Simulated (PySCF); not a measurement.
Bond curve of AlBr

Set-up: Al cc-pV(T+d)Z, Br cc-pVTZ-PP with ECP10; scalar-relativistic core potentials (PySCF 2.14). Energies in eV from Al + Br in their ground configurations at the same level. All curves are PBE0. state 1: ¹Σ⁺ (singlet), closed shell; state 2: ³Π (triplet), unpaired electrons σ ↑, π ↑, a second solution, started from another occupation.

| R (Å) | state 1 | state 2 |
| --- | --- | --- |
| 1.997 | -3.755 | -1.191 |
| 2.090 | -4.216 | -1.614 |
| 2.183 | -4.464 | -1.820 |
| 2.252 | -4.549 | -1.873 |
| 2.322 | -4.571 | -1.862 |
| 2.392 | -4.544 | -1.805 |
| 2.485 | -4.453 | -1.679 |
| 2.601 | -4.279 | -1.474 |
| 2.740 | -4.018 | -1.201 |
| 2.926 | -3.631 | -0.856 |

Put a parabola through the three lowest points of the state 1 curve and estimate Re, k and ωe (reduced mass 20.11 u; 1 eV/Å² = 0.16022 mdyn/Å; ωe = 1302.8·√(k/μ) cm⁻¹).

Through R = 2.252, 2.322, 2.392 Å the second-order coefficient is 5.00 eV/Å², so Re ≈ 2.318 Å, k ≈ 1.60 mdyn/Å and ωe ≈ 368 cm⁻¹. A polynomial fit of higher order to the unrounded PBE0 energies gives Re = 2.315 Å, k = 1.64 mdyn/Å, ωe = 372 cm⁻¹; anharmonicity and rounding make the difference.

The higher-order fit for each curve: state 1: Re = 2.315 Å, ωe = 372 cm⁻¹, De = 4.57 eV; state 2: Re = 2.273 Å, ωe = 401 cm⁻¹, minimum 1.88 eV below the ground-state fragments.

Counting both spins, an empty level lies below a filled one in some of these solutions, because spin and occupation are held.
